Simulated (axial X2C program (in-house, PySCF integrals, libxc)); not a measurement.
## LiIn⁺: from the spin-free to the two-component result

Computed with an in-house all-electron X2C program for linear molecules (integrals from PySCF). Spin-free means the one-electron spin-free X2C Hamiltonian; two-component (2c) means X2C with spin–orbit coupling and atomic mean-field two-electron Coulomb and Gaunt terms, so the difference of the two also holds small scalar two-electron terms. Basis: In dyall-cv3z [11s12p9d4f1g], Li dyall-cv3z [7s8p2d] (cores contracted in-house); Gaussian nuclei, density fitting, unrestricted open shells. Masses: In 114.904 u, Li 7.016 u.

Spin-free state: M_S = 1/2, Λ = 0 (beyond evenly filled blocks: σα); fragments In + Li+ for PBE0, MP2, CCSD, CCSD(T), r2SCAN0; In+ + Li for HF.

```csv
level,Re (Å),ωe (cm⁻¹),De (eV),μ (D)
PBE0,3.214,186.9,1.380,8.85
HF,3.251,189.1,1.174,9.22
MP2,3.255,185.7,1.199,n/a
CCSD,3.212,196.8,1.240,n/a
CCSD(T),3.215,196.0,1.236,n/a
r2SCAN0,3.189,198.0,1.295,9.11
```

Correlated methods: 13 electrons correlated (number of frozen shells: In 4 s, 3 p, 1 d; Li 1 s), 235 virtual spin orbitals or spinors in MP2, 90 natural virtuals in coupled cluster.

Dipoles are positive if Li is the positive end and refer to the centre of mass.

Two-component determinant lowest at the distance of the search:

Ω = 1/2 (⟨Sz⟩ = 0.49, ⟨Lz⟩ = 0.01 at HF); fragments In + Li+.

| level | Re (Å) | ωe (cm⁻¹) | De (eV) | μ (D) |
| --- | --- | --- | --- | --- |
| PBE0 | 3.210 | 186.7 | n/a | 8.88 |
| HF | 3.241 | 189.7 | 1.130 | 9.25 |
| MP2 | 3.246 | 185.4 | 1.070 | n/a |
| CCSD | 3.206 | 196.6 | 1.084 | n/a |
| CCSD(T) | 3.210 | 195.8 | 1.083 | n/a |
| r2SCAN0 | 3.186 | 197.8 | n/a | 9.14 |

(1) From the two tables, how do the constants change at the CCSD(T) level (2c against spin-free)?

Occupations by symmetry block were frozen at the best pattern of an incomplete PBE0 search. Dissociation energies refer to the lowest single-determinant-based atoms at the same level and basis. De is not given where an atomic determinant may have missed its ground term or J level, or where the truncated virtual space spoils (T). Density functionals use the spin component along the axis (collinear). CCSD and (T) use frozen natural virtuals with an MP2 correction for the truncation; (T) itself is uncorrected, so its De runs slightly low. The functionals have no current-density term, which raises determinants with orbital currents, atoms included.

Results:

(1) At the CCSD(T) level Re falls by 0.005 Å and ωe is unchanged to within 0.2 cm⁻¹; De changes by -0.153 eV.
